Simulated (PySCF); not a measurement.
HO₃W, charge +1, singlet, geometry from GFN2-xTB (such geometries of metal compounds can be far from the true shape) (the multiplicity is a formal guess) (core potentials on W); CAMB3LYP/def2-SV(P) in PySCF.

PySCF was given this input:
```python
from pyscf import gto, scf, dft

mol = gto.Mole()
mol.atom = '''
    W     0.07411234    0.07037078    0.09921266
    O     1.38118594   -0.66393660   -0.77806048
    O    -0.75217379   -1.07680724    1.10841566
    O    -1.09851550    0.92101233   -1.04070746
    H    -1.72828650    1.35041410   -1.65891867
'''
mol.basis = 'def2-sv(p)'
mol.ecp = {'W': 'def2-sv(p)'}
mol.charge = 1
mol.verbose = 4
mol.build()

mf = dft.RKS(mol)
mf.xc = 'camb3lyp'
mf.grids.atom_grid = (75, 302)
mf.kernel()
```

It wrote (shortened):

```
PySCF version 2.14.0

[INPUT] verbose = 4
[INPUT] num. atoms = 5
[INPUT] num. electrons = 38
[INPUT] charge = 1
[INPUT] spin (= nelec alpha-beta = 2S) = 0
[INPUT] symmetry False subgroup None
[INPUT] Mole.unit = angstrom
[INPUT] Symbol           X                Y                Z      unit          X                Y                Z       unit  Magmom
[INPUT]  1 W      0.074112340000   0.070370780000   0.099212660000 AA    0.140052025051   0.132981501372   0.187484755490 Bohr   0.0
[INPUT]  2 O      1.381185940000  -0.663936600000  -0.778060480000 AA    2.610063153700  -1.254658338075  -1.470321215548 Bohr   0.0
[INPUT]  3 O     -0.752173790000  -1.076807240000   1.108415660000 AA   -1.421402461176  -2.034870772549   2.094602029579 Bohr   0.0
[INPUT]  4 O     -1.098515500000   0.921012330000  -1.040707460000 AA   -2.075893438590   1.740461061048  -1.966652075192 Bohr   0.0
[INPUT]  5 H     -1.728286500000   1.350414100000  -1.658918670000 AA   -3.265988149783   2.551912803751  -3.134901949228 Bohr   0.0

nuclear repulsion = 144.246181098141
number of shells = 31
number of NR pGTOs = 126
number of NR cGTOs = 69
basis = def2-sv(p)
ecp = {'W': 'def2-sv(p)'}

******** <class 'pyscf.dft.rks.RKS'> ********
method = RKS
initial guess = minao
damping factor = 0
level_shift factor = 0
DIIS = <class 'pyscf.scf.diis.CDIIS'>
diis_start_cycle = 1
diis_space = 8
diis_damp = 0
SCF conv_tol = 1e-09
SCF conv_tol_grad = None
SCF max_cycles = 50
direct_scf = True
direct_scf_tol = 1e-13
XC library pyscf.dft.libxc version 7.1.2
    S. Lehtola, C. Steigemann, M. J. T. Oliveira, and M. A. L. Marques,  SoftwareX 7, 1–5 (2018)
XC functionals = camb3lyp
    T. Yanai, D. P. Tew, and N. C. Handy,  Chem. Phys. Lett. 393, 51 (2004)
radial grids:
    Treutler-Ahlrichs [JCP 102, 346 (1995); DOI:10.1063/1.469408] (M4) radial grids

becke partition: Becke, JCP 88, 2547 (1988); DOI:10.1063/1.454033
pruning grids: <function nwchem_prune>
grids dens level: 3
symmetrized grids: False
atomic radii adjust function: <function treutler_atomic_radii_adjust>
User specified grid scheme (75, 302)
small_rho_cutoff = 0
Set gradient conv threshold to 3.16228e-05
Initial guess from minao.
tot grids = 70952
init E= -280.456667051953
  HOMO = -0.649922550378101  LUMO = -0.351242491503413  gap/eV = 8.12750
cycle= 1 E= -292.039533673999  delta_E= -11.6  |g|= 1.78  |ddm|= 7.25
  HOMO = -0.462655275959126  LUMO = -0.370704239383112  gap/eV = 2.50212
cycle= 2 E= -283.558027896936  delta_E= 8.48  |g|= 5.79  |ddm|= 6.48
  HOMO = -0.533693873042772  LUMO = -0.395374575827979  gap/eV = 3.76386
cycle= 3 E= -292.533954545972  delta_E= -8.98  |g|= 1.03  |ddm|= 5.85
  HOMO = -0.567167324930296  LUMO = -0.388568319784799  gap/eV = 4.85993
cycle= 4 E= -292.712173621868  delta_E= -0.178  |g|= 0.47  |ddm|= 0.958
  HOMO = -0.617642857018375  LUMO = -0.394944284046286  gap/eV = 6.05994
cycle= 5 E= -292.756051773495  delta_E= -0.0439  |g|= 0.0394  |ddm|= 0.331
  HOMO = -0.613213521631859  LUMO = -0.380785661121553  gap/eV = 6.32468
cycle= 6 E= -292.756512017361  delta_E= -0.00046  |g|= 0.0266  |ddm|= 0.064
  HOMO = -0.616944031461212  LUMO = -0.381926630971805  gap/eV = 6.39515
cycle= 7 E= -292.756669652763  delta_E= -0.000158  |g|= 0.0143  |ddm|= 0.0277
  HOMO = -0.617345367841597  LUMO = -0.381089772226911  gap/eV = 6.42884
cycle= 8 E= -292.75672526279  delta_E= -5.56e-05  |g|= 0.00541  |ddm|= 0.0176
  HOMO = -0.617907137278099  LUMO = -0.381033062963677  gap/eV = 6.44567
cycle= 9 E= -292.75673416181  delta_E= -8.9e-06  |g|= 0.000535  |ddm|= 0.00835
  HOMO = -0.617924712045212  LUMO = -0.381030027207707  gap/eV = 6.44623
cycle= 10 E= -292.756734256326  delta_E= -9.45e-08  |g|= 0.000764  |ddm|= 0.00135
  HOMO = -0.617911807544331  LUMO = -0.381034156467788  gap/eV = 6.44577
cycle= 11 E= -292.75673437607  delta_E= -1.2e-07  |g|= 0.000173  |ddm|= 0.000585
  HOMO = -0.617908920539787  LUMO = -0.381036556203636  gap/eV = 6.44563
cycle= 12 E= -292.756734410684  delta_E= -3.46e-08  |g|= 9.49e-05  |ddm|= 0.000645
  HOMO = -0.617919315488088  LUMO = -0.381034051540571  gap/eV = 6.44598
cycle= 13 E= -292.756734415313  delta_E= -4.63e-09  |g|= 6.42e-06  |ddm|= 0.000258
  HOMO = -0.617920015678614  LUMO = -0.381034314476722  gap/eV = 6.44599
cycle= 14 E= -292.756734415367  delta_E= -5.35e-11  |g|= 2.19e-06  |ddm|= 2.35e-05
  HOMO = -0.617919574911035  LUMO = -0.38103433242129  gap/eV = 6.44598
Extra cycle  E= -292.756734415372  delta_E= -5.06e-12  |g|= 2.47e-06  |ddm|= 6.74e-06
converged SCF energy = -292.756734415372
```
